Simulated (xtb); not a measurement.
xtb input (GFN2-xTB):

```bash
xtb mol.xyz --gfn 2 --sp --chrg 1 --uhf 0
```
mol.xyz:
```
3

Al     0.00000000     0.00000000     0.00000000
F      0.00000000     0.00000000     1.59180744
F     -0.00000000    -0.00000000    -1.59180744
```

Output:

```
           -------------------------------------------------
          |                Calculation Setup                |
           -------------------------------------------------

           -------------------------------------------------
          |                 G F N 2 - x T B                 |
           -------------------------------------------------

        Reference                      10.1021/acs.jctc.8b01176
      * Hamiltonian:
        H0-scaling (s, p, d)           1.850000    2.230000    2.230000
        zeta-weighting                 0.500000
      * Dispersion:
        s8                             2.700000
        a1                             0.520000
        a2                             5.000000
        s9                             5.000000
      * Repulsion:
        kExp                           1.500000    1.000000
        rExp                           1.000000
      * Coulomb:
        alpha                          2.000000
        third order                    shell-resolved
        anisotropic                    true
        a3                             3.000000
        a5                             4.000000
        cn-shift                       1.200000
        cn-exp                         4.000000
        max-rad                        5.000000

          ...................................................
          :                      SETUP                      :
          :.................................................:
          :  # basis functions                  18          :
          :  # atomic orbitals                  17          :
          :  # shells                            7          :
          :  # electrons                        16          :
          :  max. iterations                   250          :
          :  Hamiltonian                  GFN2-xTB          :
          :  restarted?                      false          :
          :  GBSA solvation                  false          :
          :  PC potential                    false          :
          :  electronic temp.          300.0000000     K    :
          :  accuracy                    1.0000000          :
          :  -> integral cutoff          0.2500000E+02      :
          :  -> integral neglect         0.1000000E-07      :
          :  -> SCF convergence          0.1000000E-05 Eh   :
          :  -> wf. convergence          0.1000000E-03 e    :
          :  Broyden damping             0.4000000          :
          :  net charge                          1          :
          :  unpaired electrons                  0          :
          ...................................................

 iter      E             dE          RMSdq      gap      omega  full diag
   1    -10.0839326 -0.100839E+02  0.423E+01    5.53       0.0  T
   2    -10.1542233 -0.702908E-01  0.285E+01    3.54       1.0  T
   3    -10.1112792  0.429441E-01  0.104E+01    5.01       1.0  T
   4    -10.1634505 -0.521713E-01  0.631E-01    3.75       1.0  T
   5    -10.1632545  0.196006E-03  0.152E+00    3.95       1.0  T
   6    -10.1637206 -0.466060E-03  0.108E-01    3.81       1.0  T
   7    -10.1637277 -0.710564E-05  0.107E-01    3.85       1.0  T
   8    -10.1637402 -0.125649E-04  0.157E-02    3.83       3.7  T
   9    -10.1637405 -0.258849E-06  0.268E-03    3.84      21.5  T
  10    -10.1637405 -0.432682E-08  0.116E-03    3.84      49.9  T
  11    -10.1637405 -0.121584E-08  0.389E-06    3.84   14828.1  T
  12    -10.1637405 -0.177636E-14  0.223E-06    3.84   25900.0  T

   *** convergence criteria satisfied after 12 iterations ***

         #    Occupation            Energy/Eh            Energy/eV
      -------------------------------------------------------------
         1        2.0000           -1.1688338             -31.8056
         2        2.0000           -1.1250728             -30.6148
         3        2.0000           -0.8827991             -24.0222
         4        2.0000           -0.8554828             -23.2789
         5        2.0000           -0.8554828             -23.2789
         6        2.0000           -0.8416296             -22.9019
         7        2.0000           -0.8407677             -22.8785
         8        2.0000           -0.8407677             -22.8785 (HOMO)
         9                         -0.6997923             -19.0423 (LUMO)
        10                         -0.4902837             -13.3413
        11                         -0.4902837             -13.3413
        12                         -0.4729340             -12.8692
        13                         -0.4729340             -12.8692
       ...                                ...                  ...
        17                          0.9785888              26.6288
      -------------------------------------------------------------
                  HL-Gap            0.1409755 Eh            3.8361 eV
             Fermi-level           -0.7702800 Eh          -20.9604 eV

 SCC (total)                   0 d,  0 h,  0 min,  0.002 sec
 SCC setup                      ...        0 min,  0.000 sec (  4.078%)
 Dispersion                     ...        0 min,  0.000 sec (  1.132%)
 classical contributions        ...        0 min,  0.000 sec (  0.783%)
 integral evaluation            ...        0 min,  0.000 sec ( 17.564%)
 iterations                     ...        0 min,  0.001 sec ( 53.312%)
 molecular gradient             ...        0 min,  0.000 sec ( 18.833%)
 printout                       ...        0 min,  0.000 sec (  3.896%)

         :::::::::::::::::::::::::::::::::::::::::::::::::::::
         ::                     SUMMARY                     ::
         :::::::::::::::::::::::::::::::::::::::::::::::::::::
         :: total energy             -10.122040354707 Eh    ::
         :: gradient norm              0.019086039118 Eh/a0 ::
         :: HOMO-LUMO gap              3.836137576793 eV    ::
         ::.................................................::
         :: SCC energy               -10.163740512092 Eh    ::
         :: -> isotropic ES            0.213763528916 Eh    ::
         :: -> anisotropic ES         -0.000955083162 Eh    ::
         :: -> anisotropic XC         -0.011744416377 Eh    ::
         :: -> dispersion             -0.000639972259 Eh    ::
         :: repulsion energy           0.041700157385 Eh    ::
         :: add. restraining           0.000000000000 Eh    ::
         :: total charge               1.000000000000 e     ::
         :::::::::::::::::::::::::::::::::::::::::::::::::::::

           -------------------------------------------------
          |                Property Printout                |
           -------------------------------------------------

    * Orbital Energies and Occupations

         #    Occupation            Energy/Eh            Energy/eV
      -------------------------------------------------------------
         1        2.0000           -1.1688338             -31.8056
         2        2.0000           -1.1250728             -30.6148
         3        2.0000           -0.8827991             -24.0222
         4        2.0000           -0.8554828             -23.2789
         5        2.0000           -0.8554828             -23.2789
         6        2.0000           -0.8416296             -22.9019
         7        2.0000           -0.8407677             -22.8785
         8        2.0000           -0.8407677             -22.8785 (HOMO)
         9                         -0.6997923             -19.0423 (LUMO)
        10                         -0.4902837             -13.3413
        11                         -0.4902837             -13.3413
        12                         -0.4729340             -12.8692
        13                         -0.4729340             -12.8692
Note: The following floating-point exceptions are signalling: IEEE_DENORMAL
normal termination of xtb
        14                         -0.3184566              -8.6656
        15                         -0.3184566              -8.6656
        16                          0.1803963               4.9088
        17                          0.9785888              26.6288
      -------------------------------------------------------------
                  HL-Gap            0.1409755 Eh            3.8361 eV
             Fermi-level           -0.7702800 Eh          -20.9604 eV

     #   Z          covCN         q      C6AA      α(0)
     1  13 Al       1.345     0.912   217.330    37.195
     2   9 F        0.672     0.044     9.014     3.544
     3   9 F        0.672     0.044     9.014     3.544

 Mol. C6AA /au·bohr⁶  :        391.483862
 Mol. C8AA /au·bohr⁸  :      27038.561803
 Mol. α(0) /au        :         44.283679

Wiberg/Mayer (AO) data.
largest (>0.10) Wiberg bond orders for each atom

 ---------------------------------------------------------------------------
     #   Z sym  total        # sym  WBO       # sym  WBO       # sym  WBO
 ---------------------------------------------------------------------------
     1  13 Al   3.217 --     2 F    1.609     3 F    1.609
     2   9 F    1.734 --     1 Al   1.609     3 F    0.125
     3   9 F    1.734 --     1 Al   1.609     2 F    0.125
 ---------------------------------------------------------------------------

Topologies differ in total number of bonds
Writing topology from bond orders to xtbtopo.mol

molecular dipole:
                 x           y           z       tot (Debye)
 q only:        0.000       0.000       0.000
   full:       -0.000       0.000       0.000       0.000
molecular quadrupole (traceless):
                xx          xy          yy          xz          yz          zz
 q only:       -0.398       0.000      -0.398       0.000       0.000       0.796
  q+dip:       -0.345       0.000      -0.345      -0.000       0.000       0.690
   full:        2.606      -0.000       2.606      -0.000       0.000      -5.211

           -------------------------------------------------
          | TOTAL ENERGY              -10.122040354707 Eh   |
          | GRADIENT NORM               0.019086039118 Eh/α |
          | HOMO-LUMO GAP               3.836137576793 eV   |
           -------------------------------------------------

------------------------------------------------------------------------
------------------------------------------------------------------------
 total:
 SCF:
```
